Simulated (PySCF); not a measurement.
O2Si, charge -1, doublet, at a GFN2-xTB geometry (a state made from the parent by changing its charge; the spin is typed, not shown lowest). Base run: PBE0/cc-pVTZ (PySCF).

The PySCF input:
```python
from pyscf import gto, scf, dft

mol = gto.M(
    atom='''
O     1.424277   -0.245770    0.005335
Si   -0.012228    0.338473    0.013371
O    -1.402879   -0.346558   -0.028735
''',
    basis='cc-pvtz',
    charge=-1,
    spin=1,
    verbose=4,
)

mf = dft.UKS(mol)
mf.xc = 'pbe0'
mf.kernel()
mf.analyze()
```

Each row names what was changed in the base input (with any setting that the change needs).

```
change                                                                                                                  ΔE vs base (mEh)  fitting functions
----------------------------------------------------------------------------------------------------------------------  ----------------  -----------------
base                                                                                                                               0.000                  -
auxbasis = even-tempered beta=1.6                                                                                                  0.004                726
auxbasis = def2-tzvp-ri                                                                                                          -14.567                265
exchange = seminumerical (SGX) (with mf = sgx.sgx_fit(mf, auxbasis='def2-universal-jfit'); with mf.with_df.dfj = True)            -0.119                149
auxbasis = cc-pvqz-jkfit                                                                                                           0.002                360
auxbasis = cc-pvdz-jkfit                                                                                                           0.107                252
auxbasis = def2-universal-jfit                                                                                                     434.7                149
only_dfj = on; auxbasis = def2-universal-jfit                                                                                     -0.122                149
auxbasis = cc-pvtz-ri                                                                                                             -9.421                284
auxbasis = even-tempered beta=3.0                                                                                                 -0.623                332
```

A fitting set is made for a task (jfit for Coulomb, jkfit for Coulomb and exchange, ri for correlation) and for a family of orbital bases.

Open shells are given as the SCF converged; they aren't shown to be the lowest states, and a large step between rows can be another state.
